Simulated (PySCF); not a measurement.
Functional dependence of a UV spectrum

Species: C4H5BO.
Cartesian coordinates in Å at the PBE0-D3(BJ)/def2-SVP level; atoms count from 1:
```xyz
11
C4H5BO angstrom
B      2.118   -0.051    0.068
C      0.607    0.029    0.026
C     -0.367   -0.919   -0.250
C     -1.626   -0.287   -0.141
C     -1.343    1.015    0.194
O     -0.038    1.215    0.296
H      2.641   -1.112   -0.177
H      2.782    0.919    0.339
H     -0.167   -1.959   -0.502
H     -2.613   -0.720   -0.287
H     -1.984    1.875    0.383
```

Linear-response calculations in the def2-SVPD basis (PySCF; singlets by full response, triplets Tamm–Dancoff, core orbitals frozen in the response; HF means time-dependent Hartree–Fock). 'Strongest' is the level of largest summed f among the singlets computed (10 roots, of which the last may lack a degenerate partner); it can jump between rows when another state enters that window. S1 is the lowest singlet of each run and needn't be the same state throughout; f(S1) is that of one state. Isolated species at its PBE0-D3(BJ)/def2-SVP geometry, gas phase.

```
functional                               kind  S1 (eV)  f(S1)  strongest (eV)  T1 (eV)  HOMO (eV)  gap (eV)  ionisation energy, ΔSCF (eV)
       LDA                                LDA     4.67  0.294            4.67     3.17      -6.60      3.51                          9.69
       PBE                                GGA     4.66  0.300            4.66     3.04      -6.38      3.54                          9.38
     B3LYP  global hybrid, 20% exact exchange     4.82  0.352            4.82     3.11      -7.08      4.94                          9.31
      PBE0  global hybrid, 25% exact exchange     4.87  0.361            4.87     3.07      -7.29      5.32                          9.28
 BHandHLYP  global hybrid, 50% exact exchange     5.00  0.374            5.00     3.09      -8.03      7.06                          9.02
 CAM-B3LYP             range-separated hybrid     4.94  0.364            4.94     3.13      -8.48      7.58                          9.29
   wB97X-D             range-separated hybrid     4.97  0.367            4.97     3.22      -9.01      8.84                          9.23
   LC-wPBE             range-separated hybrid     5.07  0.360            5.07     3.09      -9.76      9.93                          9.30
        HF                       Hartree–Fock     5.13  0.370            5.13     2.77      -9.07     10.58                   not settled
```

S1 runs from 4.66 eV (PBE) to 5.13 eV (HF), a spread of 0.46 eV, while the orbital gap spreads over 7.1 eV. Along PBE (0%), B3LYP (20%), PBE0 (25%), BHandHLYP (50%), HF (100%) S1 rises with the share of exact exchange. −ε(HOMO) comes closest to its own ΔSCF ionisation energy with wB97X-D (-0.22 eV) and misses most with LDA (-3.09 eV). 'Not settled' means that the ion's SCF failed to converge or may have ended in another state than the lowest.
